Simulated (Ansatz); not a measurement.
Isolated molecules relaxed with PBE0-D4/def2-TZVP in Ansatz; ΔE leaves out vibrations. CCSD(T)/CBS is the MP2 limit (def2-TZVPP, def2-QZVPP) plus CCSD(T) − MP2 in def2-TZVPP, frozen cores. Functionals use def2-TZVPP. For Ge outer-core shells are correlated without core-valence functions, which leaves a few kJ/mol of doubt a bond. Scalar relativity is left out up to krypton. One conformer a species, not always the lowest.

Reaction (redistribution): `C[SiH](F)BS` + `C[S][GeH3]` → `C[SiH](F)[GeH3]` + `CSBS`

Q: Is it downhill or uphill in electronic energy at CCSD(T)/CBS, and by how much? (Best estimate.)

A: Ansatz gave: Downhill: ΔE = -0.65 eV.

Q: What do these levels give: LDA (SPW92), B2PLYP, r2SCANh, LC-ωPBE, MP2/def2-TZVPP, HF/CBS(def2)? (Estimate.)

A: Ansatz gave: LDA (SPW92) -0.79, B2PLYP -0.67, r2SCANh -0.71, LC-ωPBE -0.69, MP2/def2-TZVPP -0.68, HF/CBS(def2) -0.56 eV.

Largest T1 diagnostic among the species: 0.014.

From BLYP to BHLYP (50 % exact exchange), in def2-TZVPP and without D4, ΔE moves by +0.06 eV. In def2-TZVPP, CCSD(T) changes the Hartree–Fock value by −0.08 eV (the triples alone add −0.01 eV) and MP2 by −0.12 eV.
